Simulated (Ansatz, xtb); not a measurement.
## C2H7AlBF: where a starting geometry ends

The starting geometry of this gas-phase singlet was built from a drawn formula by distance geometry and a force field; its bonds are those of `[BH2][Al]([CH3])[CH2]F`.

```xyz
12

C    -0.7945   -3.5265    2.4251
C     1.8229   -1.2637    2.3497
Al    0.1147   -1.9155    1.6198
B    -0.7978   -0.8685    0.1468
F     1.6696    0.0219    2.8976
H    -1.8162   -1.2638   -0.3255
H    -0.2862    0.0713   -0.3274
H    -0.1456   -3.9367    3.2258
H    -0.8680   -4.2844    1.6084
H    -1.8037   -3.2619    2.7909
H     2.1788   -1.9855    3.2133
H     2.6249   -1.2393    1.5779
```

Problem. Predict what it relaxes into with r2SCAN-D4/def2-SVP.

Solution. A new bond forms, giving a structure with F5 bridging Al3 and C2, given below by its coordinates. Contacts that close: Al3–F5 (2.79 → 2.00 Å).

The energy falls by 0.68 eV over 20 steps:

```tsv
step	E − E(last) (eV)
1	0.685
3	0.337
5	0.316
7	0.302
9	0.211
12	0.054
14	0.026
16	0.005
18	0.000
20	0.000
```

Final geometry (Å):

```yaml
atoms:
  - { symbol: C, position_ang: [-0.8016, -3.3896, 2.5978] }
  - { symbol: C, position_ang: [1.9801, -1.6019, 2.0785] }
  - { symbol: Al, position_ang: [0.0851, -1.9330, 1.6316] }
  - { symbol: B, position_ang: [-0.7152, -0.7637, 0.0568] }
  - { symbol: F, position_ang: [1.0305, -0.7933, 2.9689] }
  - { symbol: H, position_ang: [-0.8997, -1.2090, -1.0580] }
  - { symbol: H, position_ang: [-1.0087, 0.4093, 0.1626] }
  - { symbol: H, position_ang: [-0.2646, -3.6531, 3.5248] }
  - { symbol: H, position_ang: [-0.8461, -4.3041, 1.9793] }
  - { symbol: H, position_ang: [-1.8425, -3.1516, 2.8753] }
  - { symbol: H, position_ang: [2.5608, -2.2156, 2.7818] }
  - { symbol: H, position_ang: [2.6210, -0.8469, 1.6031] }
```

From the same start GFN2-xTB reaches the same bonding as this run.

The end wasn't checked by frequencies. Run with Ansatz 0.2.0, 56 s on 2 threads of Intel(R) Xeon(R) Platinum 8259CL CPU @ 2.50GHz (Skylake/Cascade Lake) (shared host).
